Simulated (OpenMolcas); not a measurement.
Ru3+ among 6 point charges of -1.7 e arranged as an octahedron (Oh), 2.11 Å from the ion.
```
   2.1100    0.0000    0.0000  -1.70
   0.0000    2.1100    0.0000  -1.70
  -2.1100    0.0000    0.0000  -1.70
   0.0000   -2.1100    0.0000  -1.70
   0.0000    0.0000    2.1100  -1.70
   0.0000    0.0000   -2.1100  -1.70
```

```yaml
Program: OpenMolcas
Method: CASSCF
Basis: ANO-RCC-VDZP [6s5p3d1f]
Scalar_Hamiltonian: DKH2, point nucleus
Active_space: 5 electrons in 5 orbitals (4d)
State_averaging: 2S+1 = 6 even, 1 root; 2S+1 = 4 even, 24 roots; 2S+1 = 2 even, 75 roots
Spin-orbit_coupling: state interaction with AMFI integrals over the reference wave functions
```

(1) What is the spin-free ground state (labels of O, the rotations of Oh)?

(2) What are the lowest two levels with spin-orbit coupling?

(3) What is χT at 300 K, and how does it compare with the textbook value?

(4) Which ligand-field parameters describe the states?

Results:

(1) 6A1, 1-fold in its orbital part, 100 % from free-ion S terms; it has the highest spin that d5 allows.

(2) A 2-fold level Γ7 with g = 3.33, 3.33, 3.33, then a 4-fold level Γ8 0.3 cm-1 above it. Their leading multiplicities are 6 (99 %) and 6 (99 %).

(3) The lowest level has 2S+1 = 6, for which the spin-only value is χT = S(S+1) / 2 = 4.375 cm3 K/mol (g = 2). The computed 4.371 at 300 K differs by -0.004, through a little spin-orbit mixing out of the ground term, against the free-electron g of 2.0023, which raises it.

(4) A least-squares ligand-field fit to the states below 45000 cm-1, each weighted by its degeneracy and with a free common offset, gives 10Dq = 6939 cm-1, B = 890 cm-1 and C = 3598 cm-1 (C/B = 4.04), with an rms deviation of 141 cm-1. 

Without dynamic correlation the repulsion within the d shell is too large (B by tens of per cent), so at a given field states of lower spin stand too high. Point charges give a weaker field than real ligands, and real ions of this kind are as a rule low spin; the high spin found here belongs to the model. This field is weak: 10Dq is about 6939 cm-1, while octahedral complexes of 4d ions of charge 3 and more, computed by the same method with explicit ligands, had a median near 25000 cm-1. Ground spin and moment need not be those of a real site. Point charges carry no covalency, so the field is a model and not that of real ligands. No measured value stands beside these numbers.
